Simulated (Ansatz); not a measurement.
`C=C=C(C)BCl` + NH₃ → `NBCl` + `C=C=CC` at 600 K and 1 bar (ligand exchange at a B–C bond).

Program: Ansatz. Geometries: PBE0-D4/def2-TZVP. ΔE: electronic, gas phase. CCSD(T)/CBS adds triple-zeta CCSD(T) − MP2 to the extrapolated MP2 energy (def2 sets, frozen cores). This one scheme is used for every species. One conformer a species, not always the lowest.

```
      species  CCSD(T)/CBS energy (Eh)  H − E (kJ/mol)  S (J/(mol·K))
`C=C=C(C)BCl`               -640.38080           298.9          454.8
          NH₃                -56.50880           112.4          219.5
       `NBCl`               -541.16722           143.2          318.2
     `C=C=CC`               -155.75749           268.1          361.1
```

H − E and S are ideal-gas, rigid-rotor, harmonic terms from PBE0-D4/def2-TZVP, for one conformer and one mirror image of each species. 1 Eh = 2625.50 kJ/mol, R = 8.31446 J/(mol·K).

**Question.** By hand: ΔE, ΔH, ΔS and ΔG.

**Answer.** ΔE = (-541.16722) + (-155.75749) − (-640.38080) − (-56.50880) = -0.03511 Eh = -92.2 kJ/mol. Δ(H − E) = 143.2 + 268.1 − 298.9 − 112.4 = 0.0, so ΔH = -92.2 kJ/mol. ΔS = 318.2 + 361.1 − 454.8 − 219.5 = 5.0 J/(mol·K). ΔG = -92.2 − 600 × (5.0)/1000 = -95.2 kJ/mol.

**Question.** By hand: the equilibrium constant, and the temperature at which ΔG would vanish if ΔH and ΔS stayed fixed.

**Answer.** log₁₀ K = −ΔG/(RT ln 10) = 8.3. ΔH and −TΔS have one sign here, so there is no such temperature.

The number of gas molecules stays the same, so ΔS is small and ΔH decides. A doubt of 5 kJ/mol in ΔE shifts log₁₀ K by 0.4 here. Other conformers and mirror images would add mixing entropy, several J/(mol·K) or more a flexible species. These are equilibria of isolated gas molecules and say nothing of rates. Largest T1 diagnostic: 0.012 (customary marks: 0.02 for closed shells, 0.045 for open ones).

ΔS is within the doubt of such terms, so its sign, and with it that verdict, could turn.
